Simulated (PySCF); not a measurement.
Unknown compound

The spectra below were simulated for a compound C5H17AlN2.

$^{1}$H NMR (400 MHz, computed): δ 3.93 (br, 2H), 2.88 (s, 6H), 2.23 (s, 9H).

$^{13}$C{$^{1}$H} NMR (computed): δ 46.2 (CH3), 44.9 (CH3).

[PySCF 2.14: shieldings: GIAO KT2/pcSseg-1; structure optimised with PBE0-D3(BJ)/def2-SVP; averaged over atoms made equivalent by symmetry, fast rotation or ring inversion; no relativistic terms; one computed conformer; isolated molecule]

References, each an isolated molecule treated in the same way: $^{1}$H (σref 31.18) and $^{13}$C (σref 183.22) against TMS.

Q: Deduce the structure.

A: 
2 carbon signals for 5 carbons: some carbons are equivalent by symmetry or fast rotation. Carbon types of the structure: 5 × CH3, leaving 2 H on heteroatoms. δC 46.2, 44.9: methyl carbon bonded to N; deshielded by the electronegative neighbour. δH 3.93: hydrogen on an aluminium bonded to 2 N. δH 2.88, 2.23: hydrogen on a methyl carbon bonded to N; its carbon carries N, an electronegative neighbour.

The compound is `InChI=1S/C3H9N.C2H6N.Al.2H/c1-4(2)3;1-3-2;;;/h1-3H3;1-2H3;;;/q;-1;+1;;`.

The data come from this structure; uniqueness wasn't tested.

Hydrides on Al or Ga are broadened by the quadrupolar metal nucleus. Shifts are as computed. Against solution values, carbons near 30 ppm lie about +2 ppm off and those near 130 ppm about -5 ppm. Of 1313 compounds with measured shifts, 239 miss one by over three times the rms of a fit or turn the order of signals round; such compounds aren't used in these exercises. No couplings were computed; multiplicities are counted from neighbouring protons, with m where these are inequivalent, close in shift, in a saturated or five-membered ring or joined by F or P, and br s for small geminal =CH2 splittings.
